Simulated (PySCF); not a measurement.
Species: C7H10OSi2.
Z-matrix (Å and degrees, GFN2-xTB geometry), rows numbered from 1:
```
C 
C   1  1.3297
Si  2  1.8943  1  126.28
C   3  1.8810  2   90.27  1  -173.05
Si  4  1.8891  3  129.81  2   177.60
C   4  1.3588  3  109.93  2    -2.53
C   6  1.4473  4  117.12  3   179.21
O   7  1.2157  6  122.25  4     0.95
C   6  1.4698  4  119.04  3    -0.69
C   9  1.3353  2  124.22  1   -10.34
H   1  1.0772  2  120.90  3    -2.19
H   1  1.0795  2  123.50  3   177.55
H   3  1.4631  2  113.37  1   -57.12
H   3  1.4638  2  113.14  1    71.70
H   5  1.4817  4  101.83  3     0.03
H   5  1.4585  4  111.44  3  -112.79
H   5  1.4586  4  111.09  3   112.82
H   7  1.1011  6  118.10  4  -178.49
H  10  1.0759  9  122.96  2  -178.59
H  10  1.0760  9  121.45  2     0.87
```

Probes without a nucleus sit at each ring's centroid and 1 Å off its mean plane on both sides; NICS is minus the shielding there, NICSzz its component along the normal. Level: GIAO PBE0/pcSseg-1 (PySCF, non-relativistic, gas phase) on the GFN2-xTB geometry, one conformer.

Ring bond lengths (Å), with Mayer bond orders in brackets: C2–Si3 1.894 (0.84), Si3–C4 1.881 (0.87), C4–C6 1.359 (1.76), C6–C9 1.470 (0.97), C9–C2 1.477 (1.08).

Question: Give the NICS values of each ring in ppm.

Answer: 
```json
{"ring": "C2–Si3–C4–C6–C9", "type": "5-membered ring with Si; formal bonds 1 double, 4 single", "NICS(0)": "1.9", "NICS(1), two faces": "-2.8 / -3.1", "NICS(1)zz, two faces": "-0.7 / -1.1", "rms pucker (Å)": "0.03", "centre to ring atoms, mean (Å)": "1.37"}
```

Question: What can be read from them?

Answer: 
- C2–Si3–C4–C6–C9: mean NICS(1)zz -0.9 ppm, near zero. Si3 has four or more neighbours, so the value isn't read as a sign of a π ring current.

Question: List the ring angles and the Hirshfeld charges of the ring atoms.

Answer: 
- C2–Si3–C4–C6–C9: C2 109.1° (-0.091 e), Si3 90.3° (+0.339 e), C4 109.9° (-0.148 e), C6 119.0° (-0.013 e), C9 111.4° (-0.005 e); sum 539.7° against 540° for a flat convex ring.

The run took 1.7 min wall on one thread, Arm Neoverse N1 (aarch64), no GPU, shared host, and the process peaked at 1.1 GiB of memory. This is the whole shielding run at PBE0/pcSseg-1, SCF included.
